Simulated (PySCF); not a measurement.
**Two-component Hartree-Fock for C²⁺ (carbon, charge +2)**

Start: [He] 2s2. Calculated with PySCF 2.14 in x2c-TZVPall-2c (5s3p2d1f, 31 functions): generalised Hartree-Fock with the X2C-1e Hamiltonian and a Gaussian nucleus; one run each with spin-orbit coupling (SO) switched off, then screened by Boettger's factors. This is a chosen level, not necessarily the ground level.

| spinor shell | electrons | ε, spin-free (eV) | ε, screened SO (eV) | weight of nominal j (screened SO) | rms radius, screened SO (bohr) |
| --- | --- | --- | --- | --- | --- |
| 1s1/2 | 2 | -344.40 | -344.40 | 1.000 | 0.310 |
| 2s1/2 | 2 | -46.111 | -46.111 | 1.000 | 1.49 |

| quantity | spin-free | screened SO |
| --- | --- | --- |
| E (hartree) | -36.42257 | -36.42257 |
| M_J | 0 | 0 |
| ⟨J²⟩ | 0.000 | 0.000 |
| ⟨L²⟩ | 0.000 | 0.000 |
| ⟨S²⟩ | 0.000 | 0.000 |

Without spin-orbit coupling the j labels of p, d and f shells carry no meaning; the spin-free column gives the mean over the occupied spinors of each nl shell.
